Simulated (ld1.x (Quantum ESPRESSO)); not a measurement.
Transferability test, TM potential for Ta

Ta (Z = 73), norm-conserving Troullier–Martins (Kleinman–Bylander form), made with ld1.x (Quantum ESPRESSO) 7.5 (LDA (PZ), fully relativistic). Core [Kr] 4d10 4f14 5s2, reference 5p6 5d3 6s1.75 6p0.25. Waves: 6s (bound): rc 2.25 bohr; 5d (bound): rc 2.70 bohr; 5p (bound): rc 1.55 bohr. Local part: the p channel. Core correction: a·sin(br)/r model core inside 1.40 bohr.

Open shells are filled in proportion to 2j + 1 (rel_dist='average').

Occupied shells without a wave of their own: 6p. They enter only through the test configuration that unscreens the potential, and ld1.x also counts them in the model core charge.

Energies are relative to the spin-unpolarised reference configuration 5p6 5d3 6s1.75 6p0.25; without spin polarisation the order of configurations can differ from experiment. The p channel is local and has no spin–orbit splitting in the pseudo-atom.

ld1.x takes every shell without a wave as core, so the model core holds the 6p electrons as well and exchange and correlation see them twice. This cancels in the reference configuration, but the file is broken for other ones, and its errors say nothing about a proper core correction.

```csv
valence configuration,charge,ΔE all-electron (eV),error AE − PS (meV)
5p6 5d3 6s2 6p0,0,-1.033,-5.4
5p6 5d3 6s1 6p0,+1,7.671,-44
5p6 5d3 6s0 6p0,+2,22.979,-141
5p6 5d2 6s2 6p1,0,2.019,-11
5p6 5d1 6s0 6p0,+4,82.240,-344
5p6 5d4 6s1 6p0,0,1.053,-18
5p6 5d2 6s0 6p0,+3,46.898,-224
```

Levels in the configuration 5p6 5d3 6s1 6p0:

```csv
level,all-electron (eV),pseudo (eV)
5p j=1/2,-53.205,-47.080
5p j=3/2,-44.367,-47.080
5d j=3/2,-11.149,-11.206
5d j=5/2,-10.505,-10.562
6s j=1/2,-11.911,-11.977
```

These tests converged, but a pseudo level misses the all-electron one widely, so the file describes the atom poorly there or has found another state: 5p6 5d3 6s2 6p0: 5p by 6.1 eV; 5p6 5d3 6s1 6p0: 5p by 6.1 eV; 5p6 5d3 6s0 6p0: 5p by 6.2 eV; 5p6 5d2 6s2 6p1: 5p by 6.1 eV; 5p6 5d1 6s0 6p0: 5p by 6.2 eV (a node warning on the way); 5p6 5d4 6s1 6p0: 5p by 6.2 eV; 5p6 5d2 6s0 6p0: 5p by 6.2 eV.

Note: ghost states, extra bound levels that the all-electron valence spectrum of the same l lacks: p1/2 at -40.1 eV, s at -15.6 eV. A true bound ghost makes a file unfit for plane-wave use. The potential misses its own reference levels by up to 6.2 eV, so it is not fit for use.
